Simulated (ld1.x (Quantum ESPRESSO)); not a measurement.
# Transferability test, PAW potential for Zn

ld1.x (Quantum ESPRESSO) 7.5 input, shortened:

```
&input
   title='Zn', zed=30., rel=1, dft='REVPBE', iswitch=3,
   config='[Ar] 3d10 4s2 4p0'
 /
 &inputp
   pseudotype=3, lpaw=.true., tm=.true., lloc=-1, rcloc=1.70,
   nlcc=.true., new_core_ps=.true.,
   which_augfun='PSQ', rmatch_augfun=1.05
 /
6
4S  1  0   2.00   0.00  2.00  2.45  0.0
4S  1  0   0.00   0.20  2.00  2.45  0.0
4P  2  1   0.00   0.00  1.90  2.10  0.0
4P  2  1   0.00   1.40  1.90  2.10  0.0
3D  3  2  10.00   0.00  1.05  1.20  0.0
3D  3  2   0.00   3.20  1.05  1.20  0.0
 &test
   configts(1)='3d10 4s2 4p0'
 /
```

Energies are relative to the spin-unpolarised reference configuration 3d10 4s2 4p0; without spin polarisation the order of configurations can differ from experiment.

| valence configuration | charge | ΔE all-electron (eV) | error AE − PS (meV) |
| --- | --- | --- | --- |
| 3d10 4s0 4p0 | +2 | 28.040 | -11 |
| 3d9 4s0 4p0 | +3 | 68.450 | -167 |
| 3d10 4s0 4p2 | 0 | 10.486 | -3.8 |
| 3d9 4s2 4p0 | +1 | 17.834 | -85 |
| 3d10 4s1.5 4p0 | +0.5 | 3.893 | -0.7 |

Question: What are ΔE and the potential's error for 3d8 4s0 4p0?

Answer: ΔE = 130.152 eV all-electron; the error (AE − PS) is -988 meV.

Question: What are ΔE and the potential's error for 3d10 4s1 4p0?

Answer: ΔE = 9.775 eV all-electron; the error (AE − PS) is -2.6 meV.
